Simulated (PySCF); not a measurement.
**Frontier orbitals and the lowest excitations**

Species: C₄H₁₂OSi.
Geometry (GFN2-xTB, Å), atoms numbered from 1 in this order:
```
atom  x, y, z in Å
C1    -0.6557   -0.7355   -1.2154
C2    -0.3857    0.1791   -0.0194
C3    -0.6927   -0.5538    1.2877
C4    -1.2371    1.4487   -0.1240
O5     0.9568    0.6017   -0.0301
Si6    2.3775   -0.1527    0.0454
H7    -1.7104   -0.9923   -1.2642
H8    -0.3704   -0.2310   -2.1353
H9    -0.0723   -1.6485   -1.1261
H10   -0.4354    0.0794    2.1334
H11   -0.1070   -1.4677    1.3491
H12   -1.7485   -0.8053    1.3410
H13   -2.2951    1.2014   -0.1193
H14   -1.0216    2.1059    0.7146
H15   -0.9988    1.9762   -1.0440
H16    2.5813   -1.0869   -1.0679
H17    3.2589    1.0022   -0.0259
H18    2.5472   -0.9146    1.2886
```

The calculation used TDDFT PBE0/def2-SVPD, vertical, gas phase, core orbitals frozen in the response (PySCF).

Kohn–Sham orbitals with the atoms that hold most of them (Löwdin shares over 4%, at most four atoms; ? is withheld):

```json
{"orbital": "HOMO-3", "ε (eV)": "-9.64", "atoms": "Si6 22%, H17 21%, C4 13%, C2 12%"}
{"orbital": "HOMO-2", "ε (eV)": "-9.62", "atoms": "Si6 20%, H18 12%, H16 12%, C2 12%"}
{"orbital": "HOMO-1", "ε (eV)": "-8.29", "atoms": "?"}
{"orbital": "HOMO", "ε (eV)": "-7.97", "atoms": "O5 43%, Si6 13%, C2 9%, C3 8%"}
{"orbital": "LUMO", "ε (eV)": "0.32", "atoms": "?"}
{"orbital": "LUMO+1", "ε (eV)": "0.81", "atoms": "Si6 45%, H16 12%, H18 12%, H17 9%"}
{"orbital": "LUMO+2", "ε (eV)": "1.34", "atoms": "Si6 21%, C4 12%, H13 11%, H17 7%"}
```

(1) Give the leading atoms of the LUMO.

(2) Which atoms hold the HOMO-1, and with what shares?

(3) The HOMO–LUMO gap is 8.30 eV. Where does the response calculation put the lowest singlet, and from which orbitals?

(4) Give energy, strength and leading configuration of S1, S2, S3 and S4, and follow the Löwdin shares of the leading atoms from the occupied to the empty orbital.

Answers

(1) Si6 (bonded to O and 3 H) 26%; C3 (bonded to C and 3 H) 8%; C1 (bonded to C and 3 H) 8%; H16 (bonded to Si) 7%. By element: silicon 26%, carbon 16% or more, hydrogen 7% or more.

(2) O5 (bonded to C and Si) 38%; Si6 (bonded to O and 3 H) 12%; C2 (bonded to 3 C and O) 11%; C4 (bonded to C and 3 H) 10%. By element: oxygen 38%, carbon 21% or more, silicon 12%.

(3) S1 is at 6.97 eV (f = 0.0031), 1.32 eV below the gap, made of HOMO→LUMO (92%). 

(4) 
- S1 (6.97 eV, f 0.0031), HOMO→LUMO (92%): O5 43% → at most 8%, Si6 13% → 26%, C3 8% → 8%
- S2 (7.36 eV, f 0.024), HOMO-1→LUMO (94%): O5 38% → at most 8%, Si6 12% → 26%, C3 at most 10% → 8%
- S3 (7.66 eV, f 0.0024), HOMO→LUMO+1 (94%): O5 43% → at most 9%, Si6 13% → 45%, H16 at most 8% → 12%
- S4 (8.03 eV, f 0.0020), HOMO-1→LUMO+1 (92%): O5 38% → at most 9%, Si6 12% → 45%, H16 at most 10% → 12%

Without π bonds the low states are Rydberg-like; a valence basis with one diffuse set may place them up to an eV too high.
